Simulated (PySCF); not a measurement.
Job file and geometry (Å, from GFN2-xTB) of an NMR shielding run on SMILES CB(C)N[SiH2][SiH2]CC#N, C₄H₁₃BN₂Si₂, GIAO PBE0/pcSseg-1 NMR shielding, non-relativistic, gas phase in PySCF 2.14.0, density-fitted response routines; density fitting, a coarse starting grid and PySCF grid level 2 are the driver's defaults:

```
$ OMP_NUM_THREADS=1 python probes_run.py task.json out

{"job": {"kind": "nmr", "xc": "PBE0", "basis": "pcSseg-1"}, "charge": 0, "multiplicity": 1}
C     -1.890736    -0.949509    -1.884253
B     -1.309760    -0.012858    -0.742162
C     -1.935449    -0.055607     0.716609
N     -0.266484     0.878625    -1.033106
Si     0.630550     1.968224    -0.005640
Si     1.816450     0.709105     1.540151
C      1.759597    -1.145555     0.995824
C      2.209282    -1.261423    -0.350459
N      2.577406    -1.306115    -1.434397
H     -1.289914    -0.941154    -2.791648
H     -2.898645    -0.640844    -2.160217
H     -1.970349    -1.984321    -1.555791
H     -2.860211     0.520668     0.730375
H     -1.287968     0.371740     1.481104
H     -2.201801    -1.064654     1.025973
H      0.059730     0.857501    -1.988882
H     -0.306214     2.918645     0.614545
H      1.479164     2.725071    -0.935179
H      1.307700     0.673829     2.922190
H      3.244717     1.042838     1.651443
H      0.735317    -1.517411     1.049969
H      2.387207    -1.767407     1.635540
```

Question: What does the program print?

Answer: 
```
coarse grid: 18864 points
cycle   1  E = -872.8386846210  dE =  7.386e-01  |g| = 6.765e-01  |ddm| = 4.158e+00
cycle   2  E = -872.6847572011  dE =  1.539e-01  |g| = 1.073e+00  |ddm| = 1.534e+00
cycle   3  E = -872.9399987339  dE = -2.552e-01  |g| = 2.541e-01  |ddm| = 1.011e+00
cycle   4  E = -872.9538370228  dE = -1.384e-02  |g| = 5.149e-02  |ddm| = 1.973e-01
cycle   5  E = -872.9543240798  dE = -4.871e-04  |g| = 2.383e-02  |ddm| = 6.077e-02
cycle   6  E = -872.9544496426  dE = -1.256e-04  |g| = 3.570e-03  |ddm| = 1.949e-02
cycle   7  E = -872.9544527400  dE = -3.097e-06  |g| = 8.332e-04  |ddm| = 4.101e-03
final grid: 171712 points
cycle   8  E = -872.9983570344  dE = -4.422e-05  |g| = 8.370e-03  |ddm| = 3.094e-02
cycle   9  E = -872.9983507431  dE =  6.291e-06  |g| = 9.794e-03  |ddm| = 1.529e-02
cycle  10  E = -872.9983740609  dE = -2.332e-05  |g| = 1.067e-03  |ddm| = 8.687e-03
cycle  11  E = -872.9983742808  dE = -2.198e-07  |g| = 3.795e-04  |ddm| = 1.025e-03
cycle  12  E = -872.9983743042  dE = -2.342e-08  |g| = 1.807e-04  |ddm| = 3.276e-04
cycle  13  E = -872.9983743108  dE = -6.595e-09  |g| = 4.673e-05  |ddm| = 1.426e-04
cycle  14  E = -872.9983743113  dE = -4.832e-10  |g| = 8.596e-06  |ddm| = 4.692e-05
converged SCF energy = -872.9983743113

GIAO shielding tensors (ppm)
atom      isotropic    diamagn.    paramagn.     s11        s22        s33       span
  0 C      176.689     254.068     -77.379    165.467    169.769    194.832     29.364
  1 B       49.281     192.856    -143.575     10.114     23.984    113.744    103.630
  2 C      180.463     255.832     -75.369    170.237    180.765    190.386     20.149
  3 N      169.574     327.409    -157.835     79.334    210.792    218.594    139.260
  4 Si     407.703     881.480    -473.777    361.439    395.010    466.659    105.219
  5 Si     425.583     881.173    -455.590    392.558    418.516    465.675     73.117
  6 C      191.358     257.994     -66.635    179.687    188.175    206.213     26.525
  7 C       62.160     263.542    -201.382    -55.738    -49.467    291.685    347.422
  8 N      -27.669     342.273    -369.942   -201.829   -177.864    296.687    498.516
  9 H       31.404      32.951      -1.546     27.372     30.323     36.518      9.146
 10 H       31.103      29.579       1.524     27.417     28.584     37.309      9.893
 11 H       31.039      32.336      -1.297     27.705     29.209     36.203      8.498
 12 H       31.173      30.970       0.203     27.126     28.483     37.910     10.784
 13 H       31.532      35.675      -4.143     27.079     31.303     36.215      9.135
 14 H       31.122      32.980      -1.857     27.854     29.054     36.459      8.605
 15 H       27.860      35.681      -7.821     21.801     27.573     34.206     12.406
 16 H       26.581      29.876      -3.295     22.870     24.992     31.882      9.012
 17 H       26.625      29.867      -3.242     23.267     24.894     31.713      8.447
 18 H       27.582      29.783      -2.201     24.595     24.925     33.225      8.630
 19 H       27.619      28.925      -1.307     24.093     25.379     33.384      9.291
 20 H       30.314      35.541      -5.227     26.548     27.900     36.493      9.945
 21 H       29.975      27.441       2.534     24.716     27.266     37.944     13.228
```

Size and cost of the density-fitted run: 232 basis functions, 51 s wall time on 1 thread of an Arm Neoverse V2, shared host; peak memory 1.1 GiB.
